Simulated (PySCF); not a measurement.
**Bonding in 4-chlorophenylboronic acid**

Compound: 4-chlorophenylboronic acid, C₆H₆BClO₂.
Atom-mapped SMILES: `[OH:1][B:2]([OH:3])[c:4]1[cH:5][cH:6][c:7]([Cl:8])[cH:9][cH:10]1` (hydrogens: H11 on O1; H12 on O3; H13 on C5; H14 on C6; H15 on C9; H16 on C10)

Cartesian coordinates in Å at the PBE0-D3(BJ)/def2-SVP level; atoms count from 1:
```xyz
16
C6H6BClO2 angstrom
O     -2.5909    1.1814   -0.4361
B     -1.9636   -0.0009   -0.1693
O     -2.6155   -1.1838    0.0293
C     -0.4017   -0.0009   -0.0840
C      0.3059   -1.1763    0.2075
C      1.6948   -1.1869    0.2926
C      2.3944    0.0010    0.0811
Cl     4.1244    0.0032    0.1868
C      1.7234    1.1877   -0.2133
C      0.3342    1.1748   -0.2926
H     -3.5498    1.1439   -0.4816
H     -3.5737   -1.1465   -0.0296
H     -0.2478   -2.1040    0.3722
H      2.2423   -2.1028    0.5212
H      2.2928    2.1045   -0.3751
H     -0.1976    2.1017   -0.5216
```

Bond orders from the PBE0/pcSseg-1 density (PySCF). The structure is a single PBE0-D3(BJ)/def2-SVP conformer in the gas phase; no vibrational or solvent corrections.

Question: Where do the orders between heavy atoms depart from those drawn in the SMILES?

Answer: The largest departure is 0.230, at O1–B2 (drawn single, 1.230) and B2–O3 (drawn single, 1.229), counting aromatic bonds as 1.5. Drawn single, order above 1.12: O1–B2 (1.230) and B2–O3 (1.229). Drawn single, order below 0.88: B2–C4 (0.868). The bonds drawn aromatic range from 1.34 to 1.43.

Question: Set the Mayer orders of the bonds beside their lengths.

Answer: 
```json
{"bond": "O1–B2", "drawn as": "single", "length (Å)": "1.365", "Mayer order": "1.230"}
{"bond": "B2–O3", "drawn as": "single", "length (Å)": "1.365", "Mayer order": "1.229"}
{"bond": "B2–C4", "drawn as": "single", "length (Å)": "1.564", "Mayer order": "0.868"}
{"bond": "C4–C5", "drawn as": "aromatic", "length (Å)": "1.403", "Mayer order": "1.418"}
{"bond": "C5–C6", "drawn as": "aromatic", "length (Å)": "1.392", "Mayer order": "1.434"}
{"bond": "C6–C7", "drawn as": "aromatic", "length (Å)": "1.395", "Mayer order": "1.343"}
{"bond": "C7–Cl8", "drawn as": "single", "length (Å)": "1.733", "Mayer order": "1.078"}
{"bond": "C7–C9", "drawn as": "aromatic", "length (Å)": "1.395", "Mayer order": "1.343"}
{"bond": "C9–C10", "drawn as": "aromatic", "length (Å)": "1.392", "Mayer order": "1.434"}
{"bond": "C10–C4", "drawn as": "aromatic", "length (Å)": "1.403", "Mayer order": "1.418"}
{"bond": "O1–H11", "drawn as": "single", "length (Å)": "0.961", "Mayer order": "0.930"}
{"bond": "O3–H12", "drawn as": "single", "length (Å)": "0.961", "Mayer order": "0.930"}
{"bond": "C5–H13", "drawn as": "single", "length (Å)": "1.093", "Mayer order": "0.965"}
{"bond": "C6–H14", "drawn as": "single", "length (Å)": "1.091", "Mayer order": "0.961"}
{"bond": "C9–H15", "drawn as": "single", "length (Å)": "1.091", "Mayer order": "0.961"}
{"bond": "C10–H16", "drawn as": "single", "length (Å)": "1.093", "Mayer order": "0.965"}
```

By pair of heavy elements: B–O: all 2 within 0.02 of one another (1.229 to 1.230). C–C: lowest C6–C7 and C7–C9 (1.343, 1.395 Å), highest C5–C6 and C9–C10 (1.434, 1.392 Å); in 4 of the 15 pairs the longer bond (by over 0.003 Å) has the higher order (by 0.02 or more). Bonds named together lie within 0.004.

Question: Sum the orders of all bonds at each heavy atom with more than one neighbour and set the sums beside the valence in the SMILES.

Answer: O1 2.160 (drawn 2), B2 3.327 (drawn 3), O3 2.159 (drawn 2), C4 3.704 (drawn 4), C5 3.817 (drawn 4), C6 3.738 (drawn 4), C7 3.764 (drawn 4), C9 3.738 (drawn 4), C10 3.817 (drawn 4). Orders between atoms that aren't bonded are not in these sums.

The Mayer order sums products of elements of PS (density times overlap matrix) between the two atoms' basis functions, so it depends on the basis set.

The run behind these numbers computed NMR shieldings as well. Time: 66 s wall; peak memory 0.95 GiB. Hardware: one thread of an Arm Neoverse N1, no GPU, shared host.
